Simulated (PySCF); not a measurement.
Mo(O)2(Cl)(OMe) (CH₃ClMoO₃), SMILES [O](C)[Mo](=[O])([Cl])=[O], multiplicity 1. Heavy atoms are numbered as in [Mo:1](=[O:2])(=[O:3])([Cl:4])[O:5][CH3:6]. Hydrogens are named by the atom that carries them.

Coordinates come from a B3LYP-D3(BJ)/def2-SVP optimisation. The geometry has at least one imaginary mode, so it is a saddle point at that level. The multiplicity is an assumed one; no other spin state was optimised. The structure was generated by enumeration; whether it is a known compound was not checked. The def2 effective core potentials stand for the cores of Mo; spin–orbit coupling is left out. One conformer was computed; it need not be the lowest.

Method: ωB97X/def2-TZVP (PySCF).

ESP charges are fitted to the potential on shells at 1.4 to 2.0 van der Waals radii. Atomic charges (e), one atom of each kind:

```json
[
 {"atom": "Mo1", "ESP fit": "0.94", "Mulliken": "1.69", "Löwdin": "0.60"},
 {"atom": "O2", "ESP fit": "-0.34", "Mulliken": "-0.52", "Löwdin": "-0.28"},
 {"atom": "Cl4", "ESP fit": "-0.20", "Mulliken": "-0.36", "Löwdin": "0.03"},
 {"atom": "O5", "ESP fit": "-0.26", "Mulliken": "-0.57", "Löwdin": "-0.10"},
 {"atom": "C6 (CH3)", "ESP fit": "-0.17", "Mulliken": "-0.14", "Löwdin": "-0.34"},
 {"atom": "H on C6", "ESP fit": "0.12", "Mulliken": "0.14", "Löwdin": "0.12"}
]
```
